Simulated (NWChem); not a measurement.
Species: C3H8BF; SMILES CCB(C)F

```xyz
13

B     -0.0275     0.5542    -0.0007
F     -1.3768     0.5144    -0.0019
C      0.6440     1.9780     0.0034
H      0.3053     2.5537     0.8922
H      0.2990     2.5623    -0.8773
H      1.7507     1.9581    -0.0004
C      0.7630    -0.8092    -0.0060
C     -0.0565    -2.1024     0.0049
H      1.4707    -0.7696     0.8563
H      1.4471    -0.7707    -0.8876
H     -0.7261    -2.1642    -0.8770
H     -0.7060    -2.1619     0.9018
H      0.5854    -3.0067    -0.0011
```
Atoms are numbered in this order, from 1.

Results from NWChem. Coordinates come from a PBE-D3(BJ)/def2-SVP optimisation. No frequency run checked for a minimum. Ions are spin-unrestricted doublets at the neutral geometry; other ion states weren't tried.

Problem. Estimate the computed values for PBE0/def2-SVP. Quantities: vertical ionisation energy, ΔSCF (eV); −ε(HOMO) (eV).

Solution. 
```
Property                               Result
-------------------------------------  ------
vertical ionisation energy, ΔSCF (eV)   10.50
−ε(HOMO) (eV)                            8.33
```
